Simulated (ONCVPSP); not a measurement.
Reading a pseudo-wave (Nb (Z = 41))

Columns: radius, all-electron u(r) and pseudo u(r) of the 4s shell (level -60.80 eV) of niobium in the configuration [Ar] 3d10 4s2 4p6 4d3 5s2; Wu-Cohen, scalar-relativistic, ONCV scheme, ONCVPSP 4.0.1.

```csv
r (bohr),all-electron,pseudo
0.088,0.3372,0.0895
0.175,0.0674,0.1812
0.262,-0.4442,0.2784
0.350,-0.5750,0.3828
0.438,-0.3718,0.4920
0.525,-0.0258,0.6014
0.612,0.3322,0.7072
0.700,0.6369,0.8047
0.788,0.8590,0.8867
0.875,0.9976,0.9474
0.962,1.0661,0.9845
1.050,1.0792,0.9962
1.138,1.0510,0.9829
1.225,0.9954,0.9474
1.312,0.9231,0.8938
1.400,0.8410,0.8260
1.487,0.7570,0.7509
1.575,0.6734,0.6716
1.662,0.5946,0.5943
1.750,0.5204,0.5204
1.838,0.4528,0.4527
1.925,0.3926,0.3926
2.012,0.3390,0.3389
2.100,0.2911,0.2911
2.188,0.2492,0.2492
2.275,0.2132,0.2132
```

Q: How many radial nodes do the two functions have?

A: The all-electron 4s function has n − l − 1 = 3 (the table is too coarse to show those close to the nucleus); the pseudo-wave has 0, since the states of the same l below it are removed with the core.

Q: At about which radius was the pseudo-wave matched?

A: 1.75 bohr. The columns agree to 0.0005 from 1.66 bohr on; several derivatives are matched, so the curves merge somewhat inside the radius.

Q: Where does each function peak?

A: Outermost all-electron maximum near 1.05 bohr, pseudo maximum near 1.05 bohr (to the table’s step).

Q: Is the pseudo-wave norm-conserving?

A: Yes: the ONCV scheme keeps the norm inside the radius equal to the all-electron one, which fixes the energy derivative of the logarithmic derivative at the level.
